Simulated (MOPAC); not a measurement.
MOPAC input (PM3):

```
PM3 1SCF CHARGE=-1 GEO-OK AUX(PRECISION=9) THREADS=1
HTe2

Te   -0.02127900 1    0.09549400 1   -1.39893000 1
Te    0.01114200 1   -0.06379300 1    1.36869600 1
H     0.52712700 1   -1.64845400 1    1.57217900 1
```

Output:

```
 *******************************************************************************
 **                                                                           **
 **                              MOPAC v23.2.5                                **
 **                                                                           **
 *******************************************************************************
 ** MOPAC's Digital Object Identifier: https://doi.org/10.5281/zenodo.6511958 **
 **                                                                           **
 ** Please cite the open-source release paper for use of this MOPAC version:  **
 ** J. E. Moussa and J. J. P. Stewart (2026)                                  **
 ** MOPAC: An open-source semiempirical molecular orbital program             **
 ** J. Open Source Softw., 11(119), 8025, https://doi.org/10.21105/joss.08025 **
 *******************************************************************************

                              PM3 CALCULATION RESULTS

 *******************************************************************************
 *  PM3        - The PM3 Hamiltonian to be used
 *  GEO-OK     - OVERRIDE INTERATOMIC DISTANCE AND OTHER SAFETY CHECKS
 *
 *
 *
 *                 CHARGE ON SYSTEM = -1
 *
 *
 *
 *  1SCF       - DO 1 SCF AND THEN STOP
 *  AUX        - OUTPUT AUXILIARY INFORMATION
 *******************************************************************************
PM3 1SCF CHARGE=-1 GEO-OK AUX(PRECISION=9) THREADS=1
 HTe2

   ATOM   CHEMICAL          X               Y               Z
  NUMBER   SYMBOL      (ANGSTROMS)     (ANGSTROMS)     (ANGSTROMS)

     1      Te         -0.02127900  *   0.09549400  *  -1.39893000  *
     2      Te          0.01114200  *  -0.06379300  *   1.36869600  *
     3       H          0.52712700  *  -1.64845400  *   1.57217900  *

          CARTESIAN COORDINATES

    NO.       ATOM           X           Y           Z

     1        Te         -0.0213      0.0955     -1.3989
     2        Te          0.0111     -0.0638      1.3687
     3         H          0.5271     -1.6485      1.5722

  H: (PM3): J. J. P. STEWART, J. COMP. CHEM. 10, 209 (1989).
 Te: (PM3): J. J. P. STEWART, J. COMP. CHEM. 12, 320-341 (1991).

           Empirical Formula: H Te2  =     3 atoms

      MOLECULAR POINT GROUP   :   Cs

      RHF CALCULATION, NO. OF DOUBLY OCCUPIED LEVELS = 7

 -------------------------------------------------------------------------------
 PM3 1SCF CHARGE=-1 GEO-OK AUX(PRECISION=9) THREADS=1
 HTe2

     1SCF WAS SPECIFIED, SO BFGS WAS NOT USED
     SCF FIELD WAS ACHIEVED

                              PM3 CALCULATION
                                                       MOPAC v23.2.5 Linux

          FINAL HEAT OF FORMATION =        -47.77862 KCAL/MOL =    -199.90577 KJ/MOL

          COSMO AREA              =        115.33 SQUARE ANGSTROMS
          COSMO VOLUME            =        106.17 CUBIC ANGSTROMS

          IONIZATION POTENTIAL    =          3.835710 EV
          HOMO LUMO ENERGIES (EV) =         -3.836  3.181
          NO. OF FILLED LEVELS    =          7
          MOLECULAR WEIGHT        =        256.2079         POINT GROUP:  Cs

          MOLECULAR DIMENSIONS (Angstroms)

            Atom       Atom       Distance
            H     3   Te     1     3.48849
           Te     2   Te     1     1.31278
           Te     1    H     3     0.00000

          SCF CALCULATIONS        =          1

   ATOM   CHEMICAL          X               Y               Z
  NUMBER   SYMBOL      (ANGSTROMS)     (ANGSTROMS)     (ANGSTROMS)

     1      Te         -0.02127900  *   0.09549400  *  -1.39893000  *
     2      Te          0.01114200  *  -0.06379300  *   1.36869600  *
     3       H          0.52712700  *  -1.64845400  *   1.57217900  *

                             CARTESIAN COORDINATES

   1   Te       -0.021279000     0.095494000    -1.398930000
   2   Te        0.011142000    -0.063793000     1.368696000
   3    H        0.527127000    -1.648454000     1.572179000

           Empirical Formula: H Te2  =     3 atoms

      MOLECULAR POINT GROUP   :   Cs

                  EIGENVALUES
  -8.75047  -6.35417  -5.96797  -4.79983  -4.21628  -3.96749  -3.83571   3.18116
   4.87600

              NET ATOMIC CHARGES AND DIPOLE CONTRIBUTIONS

  ATOM NO.   TYPE          CHARGE      No. of ELECS.   s-Pop       p-Pop
    1         Te          -0.515715        6.5157     1.99516     4.52055
    2         Te          -0.327793        6.3278     1.95225     4.37554
    3          H          -0.156492        1.1565     1.15649
 DIPOLE           X         Y         Z       TOTAL
 POINT-CHG.    -0.375     1.148     0.086     1.211
 HYBRID         0.099    -0.302    -0.047     0.321
 SUM           -0.276     0.846     0.039     0.891

          ATOMIC ORBITAL ELECTRON POPULATIONS

     Atom    s        px        py        pz
    1 Te   1.99516   1.99307   1.92360   0.60388
    2 Te   1.95225   1.89236   0.99003   1.49315
    3  H   1.15649

 **********************
 *                    *
 * JOB ENDED NORMALLY *
 *                    *
 **********************

 == MOPAC DONE ==
```

The dipole moment of an ion depends on the origin.

The geometry given is a B3LYP-D3(BJ)/def2-TZVP minimum.
